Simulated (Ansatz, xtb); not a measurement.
Ranking isomers of C5H4Cl4

3 gas-phase structures of C5H4Cl4, from a drawn sample of its isomers (lower ones may exist). Each was relaxed with GFN2-xTB; where two conformers were screened, the lower at r2SCAN-D4/def2-SVP//GFN2-xTB is listed:

A. `ClC(Cl)C(Cl)(Cl)C1=CC1`, a singlet
B. `C=C(Cl)C(=C)C(Cl)(Cl)Cl`, a singlet
C. `C=C=CC(Cl)(Cl)C(Cl)Cl`, a singlet

Question: Which do you expect lowest at r2SCAN-D4/def2-SVP//GFN2-xTB, and how would the others follow?

Answer: Calculated order at r2SCAN-D4/def2-SVP//GFN2-xTB: B (0.0), C (25.3), A (103.0) kJ/mol.

Energies above the lowest of each column, in kJ/mol; the last columns are at r2SCAN-D4/def2-SVP geometries and were run for some of them only (a dash: not run or not comparable):

```tsv
structure	GFN2-xTB	HF/STO-3G	r2SCAN-D4/def2-SVP//GFN2-xTB	r2SCAN-D4/def2-SVP	CCSD(T)/def2-SVP + ΔMP2/def2-TZVPP
B	0.0	0.0	0.0	0.0	0.0
C	44.8	30.5	25.3	27.3	32.6
A	115.4	86.8	103.0	–	–
```

Every level run on B puts it lowest or level with the lowest. Some further structures that were screened fall inside this span and aren't listed. Flexible structures stand in one conformer each, not always the lowest. Frequencies (GFN2-xTB) were run for B, C alone. ΔMP2 is the change of the MP2 energy from the smaller to the larger basis.

Programs: Ansatz 0.2.0, xtb 6.7.1.
